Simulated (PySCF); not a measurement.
A geometry optimisation, step by step.

Compound: AlBiF₂H₄.
Numbering: `[F:1][AlH-:2]([F:3])[BiH3+:4]` (hydrogens: H5 on Al2; H6, H7, H8 on Bi4)

Computed by this run: PySCF 2.14.0, PBE0-D3(BJ)/def2-SVP geometry optimisation, gas phase, def2 core potentials past Kr; density fitting, grid level 1; the optimiser is geomeTRIC in internal coordinates, started from a GFN2-xTB structure with every atom displaced at random (about 0.01 Å). The frame can shift and turn from step to step; on so coarse a grid that alone can change the energy by a few meV, and forces under 0.02 eV/Å are noise.

Step 0: E = -17924.3318 eV, largest atomic force 1.385 eV/Å
```
atom  x, y, z in Å  |  force x, y, z in eV/Å
F1     -1.851    1.617   -0.156   -0.280   1.334  -0.245
Al2    -1.727   -0.001   -0.018    0.109  -0.673  -0.542
F3     -1.886   -0.991   -1.338   -0.167  -0.122  -0.370
Bi4     1.122    0.068   -0.144    0.028  -0.030  -0.123
H5     -1.786   -0.615    1.350   -0.158  -0.498   1.101
H6      1.687   -0.603    1.363    0.161  -0.205   0.456
H7      2.243    1.396   -0.041    0.174   0.449   0.002
H8      2.253   -0.890   -1.069    0.133  -0.255  -0.279
```

Step 1: E = -17924.4860 eV, largest atomic force 0.393 eV/Å
```
atom  x, y, z in Å  |  force x, y, z in eV/Å
F1     -1.906    1.673   -0.223    0.039  -0.386   0.061
Al2    -1.751    0.009   -0.037   -0.162   0.303  -0.039
F3     -1.959   -0.907   -1.419    0.023   0.024   0.094
Bi4     1.184    0.013   -0.068    0.307  -0.036   0.096
H5     -1.886   -0.652    1.396   -0.019   0.064  -0.143
H6      1.854   -0.658    1.444   -0.012   0.038  -0.083
H7      2.248    1.438   -0.042   -0.089  -0.040  -0.011
H8      2.269   -0.938   -1.107   -0.086   0.034   0.023
```

Step 2: E = -17924.4954 eV, largest atomic force 0.159 eV/Å
```
atom  x, y, z in Å  |  force x, y, z in eV/Å
F1     -1.907    1.666   -0.220    0.021  -0.149   0.004
Al2    -1.759    0.009   -0.041   -0.077   0.136  -0.029
F3     -1.955   -0.916   -1.415    0.021   0.011   0.022
Bi4     1.202    0.013   -0.060   -0.018  -0.035   0.075
H5     -1.912   -0.645    1.382   -0.015   0.007  -0.021
H6      1.883   -0.652    1.438    0.036  -0.008   0.022
H7      2.240    1.446   -0.035    0.016   0.034  -0.031
H8      2.263   -0.944   -1.105    0.017   0.003  -0.043
```

Step 3: E = -17924.5003 eV, largest atomic force 0.072 eV/Å
```
atom  x, y, z in Å  |  force x, y, z in eV/Å
F1     -1.913    1.657   -0.226    0.011   0.065  -0.027
Al2    -1.773    0.008   -0.043   -0.032  -0.027  -0.019
F3     -1.950   -0.923   -1.415    0.027  -0.009  -0.023
Bi4     1.211    0.009   -0.041   -0.035  -0.026   0.050
H5     -1.954   -0.641    1.374   -0.006  -0.023   0.045
H6      1.920   -0.650    1.448    0.037   0.001   0.005
H7      2.243    1.449   -0.045   -0.001   0.028  -0.007
H8      2.269   -0.930   -1.108   -0.002  -0.009  -0.024
```

Step 4: E = -17924.5045 eV, largest atomic force 0.180 eV/Å
```
atom  x, y, z in Å  |  force x, y, z in eV/Å
F1     -1.910    1.649   -0.242    0.000   0.176  -0.040
Al2    -1.786    0.004   -0.048    0.021  -0.132   0.015
F3     -1.927   -0.931   -1.419    0.025  -0.020  -0.039
Bi4     1.217    0.004   -0.016   -0.044  -0.019   0.038
H5     -1.998   -0.640    1.367   -0.010  -0.018   0.042
H6      1.967   -0.645    1.459    0.028   0.009  -0.013
H7      2.229    1.460   -0.047   -0.009  -0.001  -0.002
H8      2.262   -0.923   -1.109   -0.010   0.004  -0.001
```

Step 5: E = -17924.5108 eV, largest atomic force 0.225 eV/Å
```
atom  x, y, z in Å  |  force x, y, z in eV/Å
F1     -1.893    1.636   -0.286   -0.011   0.222  -0.039
Al2    -1.807   -0.006   -0.060    0.091  -0.193   0.053
F3     -1.861   -0.950   -1.431    0.004  -0.025  -0.033
Bi4     1.217   -0.008    0.046   -0.049   0.002  -0.006
H5     -2.095   -0.638    1.349   -0.018   0.004   0.007
H6      2.063   -0.631    1.481    0.017   0.008  -0.015
H7      2.192    1.472   -0.051   -0.017   0.003   0.022
H8      2.238   -0.897   -1.103   -0.018  -0.021   0.011
```

Step 6: E = -17924.5135 eV, largest atomic force 0.151 eV/Å
```
atom  x, y, z in Å  |  force x, y, z in eV/Å
F1     -1.874    1.634   -0.316   -0.009   0.119  -0.018
Al2    -1.807   -0.010   -0.069    0.097  -0.108   0.040
F3     -1.816   -0.961   -1.437   -0.015  -0.023  -0.018
Bi4     1.213   -0.016    0.078   -0.017   0.004  -0.004
H5     -2.144   -0.632    1.335   -0.017   0.017  -0.010
H6      2.111   -0.622    1.489   -0.005   0.009  -0.023
H7      2.159    1.483   -0.040   -0.015  -0.026   0.009
H8      2.211   -0.898   -1.097   -0.019   0.008   0.024
```

Step 7: E = -17924.5150 eV, largest atomic force 0.061 eV/Å
```
atom  x, y, z in Å  |  force x, y, z in eV/Å
F1     -1.853    1.638   -0.334   -0.001  -0.007  -0.001
Al2    -1.797   -0.008   -0.074    0.061  -0.002   0.006
F3     -1.793   -0.968   -1.438   -0.015  -0.007   0.000
Bi4     1.206   -0.022    0.094   -0.016   0.005   0.007
H5     -2.168   -0.619    1.326   -0.012   0.018  -0.010
H6      2.126   -0.622    1.492   -0.010  -0.001  -0.004
H7      2.141    1.481   -0.032   -0.004  -0.009  -0.002
H8      2.192   -0.902   -1.089   -0.004   0.002   0.002
```

Step 8: E = -17924.5154 eV, largest atomic force 0.059 eV/Å
```
atom  x, y, z in Å  |  force x, y, z in eV/Å
F1     -1.829    1.643   -0.350    0.005  -0.058   0.005
Al2    -1.784   -0.004   -0.079    0.013   0.048  -0.018
F3     -1.781   -0.973   -1.437   -0.007   0.001   0.009
Bi4     1.198   -0.028    0.104    0.005   0.002   0.003
H5     -2.184   -0.600    1.319   -0.006   0.012   0.000
H6      2.125   -0.627    1.496   -0.009  -0.006   0.008
H7      2.131    1.475   -0.025    0.001  -0.001  -0.005
H8      2.177   -0.909   -1.084   -0.001   0.002  -0.002
```

Step 9: E = -17924.5154 eV, largest atomic force 0.042 eV/Å
```
atom  x, y, z in Å  |  force x, y, z in eV/Å
F1     -1.813    1.647   -0.363    0.005  -0.041   0.001
Al2    -1.776    0.001   -0.083   -0.014   0.036  -0.017
F3     -1.777   -0.975   -1.435   -0.002   0.001   0.007
Bi4     1.195   -0.033    0.110    0.013   0.002   0.002
H5     -2.193   -0.582    1.315   -0.001   0.008   0.004
H6      2.119   -0.634    1.502   -0.007  -0.005   0.007
H7      2.129    1.469   -0.021    0.002   0.002  -0.001
H8      2.171   -0.913   -1.080    0.003  -0.003  -0.004
```

Step 10: E = -17924.5155 eV, largest atomic force 0.022 eV/Å
```
atom  x, y, z in Å  |  force x, y, z in eV/Å
F1     -1.806    1.650   -0.372    0.004  -0.004  -0.006
Al2    -1.774    0.006   -0.086   -0.020   0.006  -0.007
F3     -1.780   -0.976   -1.435    0.002  -0.001   0.003
Bi4     1.195   -0.035    0.111    0.008   0.000  -0.002
H5     -2.196   -0.570    1.314    0.002   0.006   0.004
H6      2.110   -0.641    1.507   -0.002  -0.003   0.004
H7      2.133    1.464   -0.018    0.003   0.000   0.002
H8      2.172   -0.919   -1.076    0.002  -0.003   0.001
```

**Question.** Summarise the path.

**Answer.** The energy falls by 4.24 kcal/mol from step 0 to step 10; nine tenths of that is first reached at step 3. It falls at every step. The largest force goes from 1.385 to 0.022 eV/Å. Among the bonds Al2–Bi4 changes most, from 2.852 to 2.976 Å; the atoms move by 0.249 Å rms after alignment.

What follows is the cost of the whole optimisation. Hardware: Arm Neoverse V1, one thread, no GPU, shared host with 32 logical CPUs at a one-minute load of 32. Cost: 39 s wall, 0.39 GiB resident at most.
